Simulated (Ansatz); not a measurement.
Two isomers of CH4BFO: A = `OCBF`, B = `CB(O)F`.

Calculated with Ansatz (gas phase, PBE0-D4/def2-TZVP geometries, no zero-point term in ΔE). CBS: MP2 limit from def2 TZ/QZ plus the TZ coupled-cluster correction, frozen cores. This one scheme is used for every species. DFT in def2-TZVPP. B3LYP here is the variant with VWN-RPA as its local correlation; programs differ in this. Each species was taken in one conformer, which may not be the lowest.

(1) Which is lower in electronic energy at CCSD(T)/CBS, and by how much? (Estimate.)

(2) Give E(B) − E(A) in kcal/mol with B3LYP-D4, PBE0-D4, CCSD/def2-TZVPP, MP2/def2-TZVPP, HF/def2-TZVPP, r2SCAN-D4, B2PLYP. (Best estimate.)

Largest T1 diagnostic: 0.012.

## Answers

(1) Ansatz gave: B, by 61.2 kcal/mol.

(2) The calculation gave: B3LYP-D4 -60.4, PBE0-D4 -60.6, CCSD/def2-TZVPP -61.6, MP2/def2-TZVPP -63.1, HF/def2-TZVPP -61.3, r2SCAN-D4 -61.9, B2PLYP -61.5. None reverses the order clearly.

From PBE to PBE0 (25 % exact exchange), in def2-TZVPP and without D4, E(B) − E(A) moves by −1.2 kcal/mol.
